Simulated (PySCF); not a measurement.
**How methods differ on the ionisation energy of Hg⁷⁰⁺**

Hg⁷⁰⁺ [Ne] (1S) → Hg⁷¹⁺ [He] 2s2 2p5 (2P), as a difference of total energies. Computed with PySCF 2.14 in an even-tempered Gaussian basis (16 s from 51 bohr⁻², ratio 2.5; 11 p from 66 bohr⁻², ratio 2.5; 5 d from 260 bohr⁻², ratio 2.7; 4 f from 390 bohr⁻², ratio 2.7), with scalar relativity by spin-free X2C-1e. Correlated levels: nothing frozen; virtual orbitals above 40 to 60 times the deepest correlated orbital energy dropped. The calculations carry no spin-orbit coupling.

```csv
method,ionisation energy (eV)
UHF,19176.5
MP2 (all electrons),19178.3
SCS-MP2 (all electrons),19178.1
CCSD (all electrons),19178.3
CCSD(T) (all electrons),19178.3
```

A first-order spin-orbit estimate (lowest level to lowest level, LS coupling) adds -608.3 eV.

For this ion Breit and QED terms and the two-electron picture change, all absent here, outweigh the differences among the correlated methods.

For comparison: 18550 ± 60 eV (theoretical estimate listed by NIST; NIST Atomic Spectra Database, ionization energies).
